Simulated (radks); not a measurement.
Results of a calculation; reference values are marked as such.
The silicon ion Si+, 13 electrons, occupied as [Ne] 3s2 5p1 (not the ground configuration). Code: a radial shooting solver on a logarithmic mesh with Libxc functionals. Model: Dirac Kohn-Sham, BLYP, spin-unpolarised, spherical densities, point nucleus; open shells fill j = l - 1/2 first. Some entries of the table are withheld. Estimate them.

orbital,occ.,eigenvalue (eV),r(max) (bohr),<r> (bohr)
1s1/2,2,-1805.745,0.07260,0.1113
2s1/2,2,-157.3881,0.4541,0.5677
2p1/2,2,(1),(2),(3)
2p3/2,4,(4),(5),(6)
3s1/2,2,-25.4333,(7),1.957
5p1/2,1,-2.8764,(8),10.80

Answer. 
(1) 2p1/2 eigenvalue (eV): -114.1305
(2) 2p1/2 r(max) (bohr): 0.3855
(3) 2p1/2 <r> (bohr): 0.5350
(4) 2p3/2 eigenvalue (eV): -113.4782
(5) 2p3/2 r(max) (bohr): 0.3871
(6) 2p3/2 <r> (bohr): 0.5372
(7) 3s1/2 r(max) (bohr): 1.685
(8) 5p1/2 r(max) (bohr): 10.82
